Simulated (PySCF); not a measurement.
HBr2GaO, singlet, at a GFN2-xTB geometry (such geometries of metal compounds can be far from the true shape); PySCF with DF-PBE/cc-pVDZ.

PySCF was given this input:
```python
from pyscf import gto, scf, dft

mol = gto.Mole()
mol.atom = '''
    Ga    0.41853020   -0.08931291    0.28179007
    Br   -1.23146467   -1.67056415    0.30769770
    Br    0.37252327    1.84942072   -0.88340008
    O     1.86481731   -0.31044322    1.20410141
    H     2.16997410   -1.00773434    1.78127971
'''
mol.basis = 'cc-pvdz'
mol.verbose = 4
mol.max_memory = 1800
mol.build()

mf = dft.RKS(mol)
mf.xc = 'pbe'
mf = mf.density_fit(auxbasis='def2-universal-jkfit')
mf.kernel()
```

### Question
Write the output that PySCF gives for this input, abridged.

### Answer

```
PySCF version 2.14.0

[INPUT] verbose = 4
[INPUT] num. atoms = 5
[INPUT] num. electrons = 110
[INPUT] charge = 0
[INPUT] spin (= nelec alpha-beta = 2S) = 0
[INPUT] symmetry False subgroup None
[INPUT] Mole.unit = angstrom
[INPUT] Symbol           X                Y                Z      unit          X                Y                Z       unit  Magmom
[INPUT]  1 Ga     0.418530200000  -0.089312910000   0.281790070000 AA    0.790907452859  -0.168776939288   0.532506056922 Bohr   0.0
[INPUT]  2 Br    -1.231464670000  -1.670564150000   0.307697700000 AA   -2.327130958378  -3.156908717017   0.581464382159 Bohr   0.0
[INPUT]  3 Br     0.372523270000   1.849420720000  -0.883400080000 AA    0.703966955327   3.494898649896  -1.669384209619 Bohr   0.0
[INPUT]  4 O      1.864817310000  -0.310443220000   1.204101410000 AA    3.523993988248  -0.586652663028   2.275421891103 Bohr   0.0
[INPUT]  5 H      2.169974100000  -1.007734340000   1.781279710000 AA    4.100656746400  -1.904341908919   3.366130803145 Bohr   0.0

nuclear repulsion = 847.833246940655
number of shells = 26
number of NR pGTOs = 264
number of NR cGTOs = 100
basis = cc-pvdz
ecp = {}

******** <class 'pyscf.df.df_jk.DFRKS'> ********
method = DFRKS
initial guess = minao
damping factor = 0
level_shift factor = 0
DIIS = <class 'pyscf.scf.diis.CDIIS'>
diis_start_cycle = 1
diis_space = 8
diis_damp = 0
SCF conv_tol = 1e-09
SCF conv_tol_grad = None
SCF max_cycles = 50
direct_scf = False
XC library pyscf.dft.libxc version 7.1.2
    S. Lehtola, C. Steigemann, M. J. T. Oliveira, and M. A. L. Marques,  SoftwareX 7, 1–5 (2018)
XC functionals = pbe
    J. P. Perdew, K. Burke, and M. Ernzerhof,  Phys. Rev. Lett. 77, 3865 (1996)
    J. P. Perdew, K. Burke, and M. Ernzerhof,  Phys. Rev. Lett. 78, 1396 (1997)
    J. P. Perdew, K. Burke, and M. Ernzerhof,  Phys. Rev. Lett. 77, 3865 (1996)
    J. P. Perdew, K. Burke, and M. Ernzerhof,  Phys. Rev. Lett. 78, 1396 (1997)
radial grids:
    Treutler-Ahlrichs [JCP 102, 346 (1995); DOI:10.1063/1.469408] (M4) radial grids

becke partition: Becke, JCP 88, 2547 (1988); DOI:10.1063/1.454033
pruning grids: <function nwchem_prune>
grids dens level: 3
symmetrized grids: False
atomic radii adjust function: <function treutler_atomic_radii_adjust>
small_rho_cutoff = 0
Set gradient conv threshold to 3.16228e-05
Initial guess from minao.
tot grids = 85648
init E= -7145.7051170933
  HOMO = -0.308154973878047  LUMO = -0.109265326630099  gap/eV = 5.41206
cycle= 1 E= -7147.71370476746  delta_E= -2.01  |g|= 0.94  |ddm|= 2.03
  HOMO = -0.128073410107741  LUMO = -0.0715549620545253  gap/eV = 1.53795
cycle= 2 E= -7145.02342683586  delta_E= 2.69  |g|= 3.12  |ddm|= 3.28
  HOMO = -0.223045217609536  LUMO = -0.0891956205798876  gap/eV = 3.64223
cycle= 3 E= -7147.83817451481  delta_E= -2.81  |g|= 0.399  |ddm|= 3.05
  HOMO = -0.259395387276079  LUMO = -0.0851553291833889  gap/eV = 4.74131
cycle= 4 E= -7147.87038883606  delta_E= -0.0322  |g|= 0.296  |ddm|= 0.772
  HOMO = -0.268549919613188  LUMO = -0.0995240702290725  gap/eV = 4.59943
cycle= 5 E= -7147.89669148915  delta_E= -0.0263  |g|= 0.0641  |ddm|= 0.322
  HOMO = -0.263360210506527  LUMO = -0.0929473164178014  gap/eV = 4.63717
cycle= 6 E= -7147.89796825582  delta_E= -0.00128  |g|= 0.0185  |ddm|= 0.0718
  HOMO = -0.264047165719165  LUMO = -0.0940090896492873  gap/eV = 4.62697
cycle= 7 E= -7147.89806031001  delta_E= -9.21e-05  |g|= 0.0041  |ddm|= 0.0192
  HOMO = -0.263859728018957  LUMO = -0.0939386691199413  gap/eV = 4.62379
cycle= 8 E= -7147.89806386505  delta_E= -3.56e-06  |g|= 0.00211  |ddm|= 0.00627
  HOMO = -0.263905285863228  LUMO = -0.0939035649070035  gap/eV = 4.62598
cycle= 9 E= -7147.898065373  delta_E= -1.51e-06  |g|= 0.000417  |ddm|= 0.0026
  HOMO = -0.263916850316293  LUMO = -0.0939089918531524  gap/eV = 4.62615
cycle= 10 E= -7147.89806541234  delta_E= -3.93e-08  |g|= 8.14e-05  |ddm|= 0.000392
  HOMO = -0.263913471553812  LUMO = -0.0939098990360119  gap/eV = 4.62603
cycle= 11 E= -7147.89806541438  delta_E= -2.05e-09  |g|= 1.85e-05  |ddm|= 9.1e-05
  HOMO = -0.263911939214454  LUMO = -0.0939089609160102  gap/eV = 4.62602
cycle= 12 E= -7147.89806541453  delta_E= -1.44e-10  |g|= 1.22e-06  |ddm|= 1.96e-05
  HOMO = -0.263912046705574  LUMO = -0.0939091055059027  gap/eV = 4.62602
Extra cycle  E= -7147.8980654145  delta_E= 2.27e-11  |g|= 2.58e-06  |ddm|= 3.52e-06
converged SCF energy = -7147.8980654145
```
